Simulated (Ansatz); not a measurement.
# Strength of the Ge–Ge bond: GeH2(GeH3)Cl → GeH2Cl + GeH3

Species: GeH2(GeH3)Cl, singlet; GeH2Cl `[Cl][GeH2]`, doublet; GeH3 `[GeH3]`, doublet. 

Shapes, held fixed at every level: PBE0-D4/def2-TZVP. Programs: Ansatz 0.2.0. The zero-point and thermal change to 298 K, harmonic and unscaled (PBE0-D4/def2-TZVP), is -10.7 kJ/mol.

Q: Estimate ΔH(298 K) of this reaction.

A: The highest level, CCSD(T)/def2-TZVPP, gives ΔH(298 K) = +292.5 kJ/mol; the levels span +205.4 to +298.9. The column of differences is taken from that level and isn't an error. Hartree–Fock misses the correlation of the pair that is broken and comes out low. No measured value is set beside it here. Open shells run unrestricted unless RO is named. Relativity is left out for Ge unless named. Correlated rows may include outer-core shells of Ge, which these sets cover unevenly.

```
               level                   kind  ΔH(298 K) (kJ/mol)  less CCSD(T)/def2-TZVPP
         HF/def2-SVP           Hartree–Fock              +205.4                    -87.1
r2SCAN-D4/def2-TZVPP               meta-GGA              +274.2                    -18.3
   B2PLYP/def2-TZVPP          double hybrid              +278.6                    -13.9
        MP2/def2-SVP    perturbation theory              +278.6                    -13.9
      MP2/def2-TZVPP    perturbation theory              +298.9                     +6.4
    CCSD(T)/def2-SVP  coupled cluster or CI              +273.0                    -19.5
  CCSD(T)/def2-TZVPP  coupled cluster or CI              +292.5                      0.0
```
